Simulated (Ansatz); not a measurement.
CH$_{6}$BClGeO (`OC[B](Cl)[GeH3]`), relaxed with RKS PBE-D4/def2-SVP in Ansatz from a rough embedded geometry. The force threshold is 0.03 eV/Å; the program also tests the step.

The species carries charge 0 and has multiplicity 1.

Start:

```xyz
11

O     1.779    0.544   -0.454
C     0.799   -0.070   -1.163
B    -0.575    0.200   -0.446
Cl   -1.984    0.945   -1.283
Ge   -0.855   -0.445    1.466
H     1.824    1.523   -0.739
H     0.739    0.260   -2.200
H     1.007   -1.206   -1.163
H    -1.169    0.793    2.419
H     0.451   -1.106    2.010
H    -2.016   -1.438    1.555
```

Problem. How much energy does the relaxation release, and in how many steps? (Estimate.)

Solution. The calculation gave: 10.45 kcal/mol, in 15 steps.

Problem. Which bonds change most? (An estimate is asked.)

Solution. Computed: O1–C2 from 1.356 to 1.425 Å; O1–H6 from 1.021 to 0.975 Å; B3–Ge5 from 2.037 to 2.078 Å; C2–H8 from 1.155 to 1.118 Å.

Problem. Give the relaxed structure. (Estimate.)

Solution. The calculation gave: 
```xyz
11

O     1.804    0.466   -0.331
C     0.760    0.160   -1.251
B    -0.642   -0.152   -0.612
Cl   -2.038   -0.397   -1.662
Ge   -0.780   -0.329    1.454
H     1.505    1.226    0.202
H     0.672    0.910   -2.080
H     1.064   -0.776   -1.781
H    -0.167    0.924    2.150
H     0.054   -1.545    1.938
H    -2.233   -0.486    1.974
```
